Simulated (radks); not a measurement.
The numbers below are computed, except where a source is named.
Initial-state core-level shifts of the barium ion Ba+ when its valence configuration changes from [Xe] 6s1. Level of theory: Dirac Kohn-Sham, LDA (Slater exchange, Perdew-Wang correlation), spin-unpolarised, spherical densities, finite nucleus; open shells fill j = l - 1/2 first; Fermi nuclear charge, rms radius 4.8378 fm (a radial shooting solver on a logarithmic mesh with Libxc functionals). Shifts are changes of the shell-averaged eigenvalues in eV (positive: less bound); the change of the density at the nucleus, which sets a Mossbauer isomer shift, is in e/bohr^3, on a base of 3.214e+05.

valence          4s      4p      5s      5p  density at nucleus
5d0.5 6s0.5  +0.990  +0.990  +0.939  +0.872              -10.10
4f1          +3.731  +3.657  +1.999  +1.627              -25.96
6p1          -0.996  -0.995  -0.962  -0.925              -16.58
4f0.5 6s0.5  +3.025  +2.972  +1.778  +1.506              -15.55
5d1          +1.925  +1.925  +1.837  +1.708              -19.45
